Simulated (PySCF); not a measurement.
CaBi: energy against distance

Set-up: PySCF, scalar-relativistic core potentials, basis sets Ca def2-SVPD, Bi def2-SVPD with ECP60. Energies in eV from Ca + Bi in their ground configurations at the same level. State: ⁴Σ⁻ (quartet), unpaired electrons σ ↑, π ↑↑.

```csv
R (Å),r²SCANh
2.727,-0.564
2.854,-0.858
2.981,-1.017
3.076,-1.072
3.171,-1.088
3.266,-1.075
3.393,-1.025
3.551,-0.930
3.742,-0.797
3.995,-0.617
```

Problem. Put a parabola through the three lowest points of the r²SCANh curve and estimate Re, k and ωe (reduced mass 33.55 u; 1 eV/Å² = 0.16022 mdyn/Å; ωe = 1302.8·√(k/μ) cm⁻¹).

Solution. Through R = 3.076, 3.171, 3.266 Å the second-order coefficient is 1.61 eV/Å², so Re ≈ 3.176 Å, k ≈ 0.515 mdyn/Å and ωe ≈ 161 cm⁻¹. A polynomial fit of higher order to the unrounded r²SCANh energies gives Re = 3.170 Å, k = 0.522 mdyn/Å, ωe = 163 cm⁻¹; anharmonicity and rounding make the difference.

The higher-order fit for each curve: r²SCANh: Re = 3.170 Å, ωe = 163 cm⁻¹, De = 1.09 eV.

These are scalar-relativistic numbers at best; spin–orbit coupling would shift them, the dissociation energy most. The state was picked by a PBE0 search and need not be the measured ground state.
